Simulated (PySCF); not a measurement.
## Pb(CCH)4 at several levels of theory

Computed with PySCF 2.14.0 (density fitting, no spin-orbit coupling) at the geometry relaxed with PBE0:

```xyz
13
Pb(CCH)4 (singlet)
Pb    0.0000    0.0000    0.0000
C     1.2373    1.2373    1.2373
C     1.9388    1.9388    1.9388
H     2.5601    2.5601    2.5601
C    -1.2373   -1.2373    1.2373
C    -1.9388   -1.9388    1.9388
H    -2.5601   -2.5601    2.5601
C     1.2373   -1.2373   -1.2373
C     1.9388   -1.9388   -1.9388
H     2.5601   -2.5601   -2.5601
C    -1.2373    1.2373   -1.2373
C    -1.9388    1.9388   -1.9388
H    -2.5601    2.5601   -2.5601
```

```tsv
level	basis	state	HOMO (eV)	gap (eV)	charge on Pb1 (e)	dipole about the centre of mass (D)	largest force component (eV/Å)
PBE0	Pb def2-SVP with ECP60, C def2-SVP, H def2-SVP	singlet	-8.28	7.46	0.84	0.00	0.01
PBE0	Pb def2-TZVP with ECP60, C def2-TZVP, H def2-TZVP	singlet	-8.36	7.22	1.17	0.00	0.51
```

Charges are Mulliken's, which hang on the basis. The relaxation used the grid (50, 194), these runs (75, 302) or, all-electron (x2c bases, spin-free X2C Hamiltonian), (99, 590).

Task: Order these levels, in the first row's basis, by the HOMO–LUMO gap they give here, smallest first.
A. TPSSh
B. BP86
C. B3LYP
D. r2SCAN

Result: B (5.06 eV), D (5.55 eV), A (6.15 eV), C (6.85 eV).

Task: And their other results?

Result: 
| level | state | HOMO (eV) | gap (eV) | charge on Pb1 (e) | dipole about the centre of mass (D) | largest force component (eV/Å) |
| --- | --- | --- | --- | --- | --- | --- |
| BP86 | singlet | -7.09 | 5.06 | 0.62 | 0.00 | 0.57 |
| r2SCAN | singlet | -7.30 | 5.55 | 0.82 | 0.00 | 0.24 |
| B3LYP | singlet | -7.96 | 6.85 | 0.69 | 0.00 | 0.12 |
| TPSSh | singlet | -7.52 | 6.15 | 0.84 | 0.00 | 0.24 |

In the first row's basis the gap widens with exact exchange: 5.1 to 5.6 eV for BP86, r2SCAN (none); 6.2 to 7.5 eV for TPSSh, B3LYP, PBE0 (a fixed share).
